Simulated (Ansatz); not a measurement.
The cluster Ge₃, relaxed as a triplet with UKS PBE-D4/def2-TZVP in Ansatz, starting from the PBE-D4/def2-TZVP geometry of the neutral singlet. Force threshold 0.02 eV/Å.

The structure comes from a short search, and lower isomers may exist.

Start:

```xyz
3

Ge   -1.500    0.191    0.657
Ge    0.820    0.399   -1.374
Ge    0.680   -0.590    0.716
```

```csv
step,energy (eV),largest force component (eV/Å),SCF passes
1,-169527.8638,1.987,18
2,-169528.5159,0.844,27
3,-169528.6716,0.821,28
4,-169528.7135,0.028,23
5,-169528.7135,0.001,18
```

Force components are those of the run's own axes.

End:

```xyz
3

Ge   -1.3447    0.2820    0.3667
Ge    0.5042    0.4473   -1.2521
Ge    0.8405   -0.7293    0.8855
```

Bonds formed: Ge1–Ge2 (atoms count from 1).

No frequencies were taken in this run, so the end may be a saddle point.

Run time 16 s (2 threads of Intel Xeon Platinum 8488C on a shared host).
